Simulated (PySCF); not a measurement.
## Worked example: refractive index and permittivity of the vapour

C3H4ClFSi, SMILES FC1=C(Cl)C[SiH2]1.

Geometry optimised at ωB97X-D3(BJ)/def2-SVP. The structure was generated by enumeration, and PubChem lists no compound with its InChIKey, so it may never have been made.

ωB97X/def2-TZVP run with PySCF gives a mean static polarisability of 71.1 bohr³ and a dipole moment of 2.32 D. Take an ideal gas at 298.15 K and 0.01 bar, whether or not the substance is that volatile.

**Question.** Work out n − 1 in the optical limit and the static ε − 1.

**Answer.** 
Polarisability volume α' = 71.1 × 0.148185 = 10.54 Å³. Number density N = p/kT = 2.43e-7 Å⁻³.
Dilute limit of Lorentz–Lorenz: n − 1 = 2π N α' = 1.6e-5.
Orientation term of Debye: μ²/(3kT) = 8.098 Å³ × μ²(D²) = 43.59 Å³.
ε − 1 = 4π N (α' + μ²/3kT) = 0.00017. Orientation of the dipole supplies 81 % of the static response; it can't follow optical fields. Vibrational polarisation and dispersion are left out.
